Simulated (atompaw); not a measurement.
## PBEsol PAW (atompaw) dataset for samarium, scalar-relativistic all-electron reference.

The input file (atompaw 4.2.0.5):

```
Sm 62
GGA-PBESOL scalarrelativistic loggrid 2001 logderivrange -5 5 251
6 6 5 4 0 0
6 0 1.5
6 1 0.5
5 2 0
4 3 6
0 0 0
c
c
c
c
v
v
c
c
c
v
v
c
c
v
v
3
3.00 2.35 2.70 1.70
n
n
y
0.15
n
y
2.2
n
custom polynom gramschmidtortho besselshape
4 -0.5 troulliermartins
2.00
3.00
2.20
3.00
3.00
3.00
0.75
0.75
PWSCFOUT
UPFDX 0.0125d0 UPFXMIN -7.d0 UPFZMESH 62.d0
END
```

Command:

```bash
atompaw < Sm.input > Sm.log
```

The program printed (summary file):

```
Completed calculations for Sm (AE)

 Exchange-correlation type: GGA, Perdew-Burke-Ernzerhof modified (PBEsol)

 Radial integration grid is logarithmic
 r0 =   1.0892634E-04 h =   6.7534333E-03   n =      2001 rmax =   8.0000000E+01

 Scalar relativistic calculation

 AEatom converged in  37 iterations
   nz     =  62.00
   delta  =       3.657999754768E-14

 All Electron Orbital energies:
  n  l      occupancy      energy
  1  0      2.0000000E+00 -3.4295095E+03
  2  0      2.0000000E+00 -5.6047666E+02
  3  0      2.0000000E+00 -1.2281806E+02
  4  0      2.0000000E+00 -2.4425053E+01
  5  0      2.0000000E+00 -3.2324286E+00
  6  0      1.5000000E+00 -2.9183165E-01
  2  1      6.0000000E+00 -5.0001870E+02
  3  1      6.0000000E+00 -1.0392170E+02
  4  1      6.0000000E+00 -1.8215052E+01
  5  1      6.0000000E+00 -1.7579679E+00
  6  1      5.0000000E-01 -1.1073836E-01
  3  2      1.0000000E+01 -7.8331983E+01
  4  2      1.0000000E+01 -9.5061845E+00
  5  2      0.0000000E+00 -1.6128240E-01
  4  3      6.0000000E+00 -2.3243540E-01

 Total energy
   Total                    :   -20846.98064404480829

 ---
 Completed calculations for Sm (SC)

 Exchange-correlation type: GGA, Perdew-Burke-Ernzerhof modified (PBEsol)

 Radial integration grid is logarithmic
 r0 =   1.0892634E-04 h =   6.7534333E-03   n =      2001 rmax =   8.0000000E+01

 Scalar relativistic calculation

 SCatom converged in   4 iterations
   nz     =  62.00
   delta  =       2.859549005441E-14

 Valence Electron Orbital energies:
  n  l      occupancy      energy
   5  0      2.0000000E+00 -3.2324286E+00
   6  0      1.5000000E+00 -2.9183165E-01
   5  1      6.0000000E+00 -1.7579679E+00
   6  1      5.0000000E-01 -1.1073836E-01
   5  2      0.0000000E+00 -1.6128240E-01
   4  3      6.0000000E+00 -2.3243539E-01

 Total energy
   Total                    :   -20846.98064408136634
   Valence                  :     -596.37785215643999

 PAW parameters:
       lmax =            3
         rc =    3.0036347465589861
        irc =         1515
   rc_shape =    2.3553505191499102
    rc_vloc =    2.7142556980511103
    rc_core =    1.7031969614947775
   Vloc: Norm-conserving Troullier-Martins with l= 4;e=  -5.0000E-01
   Projector type: polynomial pseudization + Gram-Schmidt ortho.
   Bessel compensation charge shape zeroed at   2.3554E+00

 Number of basis functions     8
 No.   n  nodes  l      Energy         Cp coeff         Occ
  1    5    4    0   -0.3232429E+01  0.1000000E+01  0.2000000E+01
  2    6    5    0   -0.2918317E+00  0.1060597E+01  0.1500000E+01
  3    5    3    1   -0.1757968E+01  0.1000000E+01  0.6000000E+01
  4    6    4    1   -0.1107384E+00  0.1763639E+01  0.5000000E+00
  5    5    2    2   -0.1612824E+00  0.1000000E+01  0.0000000E+00
  6  999    3    2    0.1500000E+00  0.3366443E+00  0.0000000E+00
  7    4    0    3   -0.2324354E+00  0.1000000E+01  0.6000000E+01
  8  999    1    3    0.2200000E+01  0.2630921E-01  0.0000000E+00

 Eigenvalues of overlap operator (in the basis of projectors):
    1        3.75455305E-01
    2        3.85723137E-01
    3        6.58645143E-01
    4        7.76195942E-01
    5        6.96414880E+00
    6        5.01352854E+01
    7        6.95427230E+02
    8        2.57632227E+03

 Orbital leakage outside PAW augmentation regions
   orb  is_core?  %out_of_sphere
   1 0    T           0.00
   2 0    T           0.00
   3 0    T           0.00
   4 0    T           0.00
   5 0    F           0.51
   6 0    F          80.94
   2 1    T           0.00
   3 1    T           0.00
   4 1    T           0.00
   5 1    F           2.83
   6 1    F          94.78
   3 2    T           0.00
   4 2    T           0.00
   5 2    F          46.33
   4 3    F           1.68

 Summary of PAW energies
   Total valence energy     :   -596.37786428654078
   Smooth energy            :    135.34327286663776
   One center               :   -731.72113715317857
   Smooth kinetic           :    141.49603994936288
   Vloc energy              :      4.32314631693308
   Smooth exch-corr         :    -20.41068635252233
   One-center xc            :   -442.65452162538190
```

The run took about 18 s on one core of a shared server CPU.
